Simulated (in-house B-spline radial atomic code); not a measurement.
RPA and G0W0 on BLYP: K8+

Configuration [Ne] 3s1, highest spin, mean-field start BLYP. Computed with a B-spline radial code for spherical atoms: all electrons, non-relativistic, point nucleus, each spin shell either full or empty, empty states to l = 9 with an (l + 1/2)⁻⁴ tail; G0W0 by contour deformation at full frequency.

Command:
```bash
python run_gw.py task.json out
```
Settings (radii: box in bohr, nucleus in fm):
```
Z                        19
electrons                11
configuration            [Ne] 3s1
hamiltonian              nr
method                   b88,lyp
lmax                     9
spin_polarised           True
box_radius               7.7
intervals                47
ion_configuration        [He] 2s2 2p6
```

Time taken, with all properties: 1.8 s on 1 thread of Intel(R) Xeon(R) 6975P-C (shared host).

Energies (hartree):

```tsv
term	value
mean-field total	-578.04918
Hartree-Fock functional on these orbitals	-577.58372
direct second order	-0.7384
second-order exchange	0.2848
SOSEX correction	0.26469
```

(1) What is the RPA correlation energy, and what remains with SOSEX?

Quasi-particle levels (eV):

| level | occupied | mean field | Σx - vxc | Σc | QP weight | G0W0 |
| --- | --- | --- | --- | --- | --- | --- |
| 3s up | yes | -167.09 | -7.64 | ? | ? | ? |
| 2p down | yes | -444.57 | -31.90 | 3.24 | 0.969 | -473.23 |
| 2p up | yes | -445.16 | -32.24 | 3.37 | 0.967 | -474.03 |
| 2s down | yes | -513.51 | -41.99 | 5.05 | 0.930 | -550.45 |
| 3s down | no | -163.40 | 11.76 | -3.04 | 0.945 | -154.68 |

G0W0 = mean field + (Σx - vxc) + Σc, with Σc (partial-wave tail included) taken at the quasi-particle energy. Only the outer levels were computed.

(2) Where does G0W0 put 3s up?

(3) What does it cost to remove one electron (to [He] 2s2 2p6) by differences of total energies, each species on its own start (correlation terms add to the Hartree-Fock functional)?

Results:

(1) RPA gives -0.68168 hartree (-1.69 eV per electron); RPA + SOSEX gives -0.41698, and the second-order doubles -0.4536 hartree (no singles). RPA lacks exchange-type terms and so overcorrelates at short range.

(2) At -176.68 eV, with Σc = -1.95 eV and a quasi-particle weight of 0.973. The tabulated removal energy is 175.817 ± 0.0025 eV (NIST, semi-empirical); the calculation leaves out relativity, Breit and QED terms, and what these don't explain is the method's own error.

(3) BLYP 176.66 eV, Hartree-Fock functional 174.59 eV, + RPA 176.22 eV, + RPA + SOSEX 175.10 eV, + second order 175.22 eV. Tabulated: 175.817 ± 0.0025 eV (NIST, semi-empirical); the calculation leaves out relativity, Breit and QED terms, and what these don't explain is the method's own error.
